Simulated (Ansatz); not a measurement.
Ge3Sb2⁻, relaxed as a doublet with UKS r2SCAN-D4/def2-SVPD in Ansatz, starting from the GFN1-xTB geometry. Force threshold 0.02 eV/Å.

In the def2 sets Sb takes a core potential; there is no spin–orbit coupling. The highest occupied level of the charge -1 doublet lies above zero (up to 0.33 eV). The electron is either unbound and held by the finite basis, or the level is raised by self-interaction error. The structure comes from a short search, and lower isomers may exist.

Start:

```csv
atom,x (Å),y (Å),z (Å)
Sb1,0.959,0.833,1.064
Sb2,-1.404,1.343,-0.426
Ge3,0.922,-1.611,-0.041
Ge4,-1.137,-0.829,0.937
Ge5,0.661,0.264,-1.535
```

| step | energy (eV) | largest force component (eV/Å) | SCF passes |
| --- | --- | --- | --- |
| 1 | -182618.3204 | 1.702 | 21 |
| 2 | -182618.4788 | 1.286 | 32 |
| 3 | -182618.6236 | 0.202 | 32 |
| 4 | -182618.6538 | 0.061 | 31 |
| 5 | -182618.6554 | 0.023 | 26 |
| 6 | -182618.6556 | 0.010 | 24 |

Force components are those of the run's own axes.

End:

```csv
atom,x (Å),y (Å),z (Å)
Sb1,0.959,0.912,1.100
Sb2,-1.453,1.538,-0.377
Ge3,1.069,-1.730,0.013
Ge4,-1.149,-0.883,0.817
Ge5,0.574,0.164,-1.553
```

By distances, no bond broke or formed. The bond that changes most is Sb1–Ge3, from 2.68 to 2.86 Å (atoms count from 1).

No frequencies were taken in this run, so the end may be a saddle point.

Hardware: 4 threads of Arm Neoverse V1 on a shared host. Wall time 66 s.
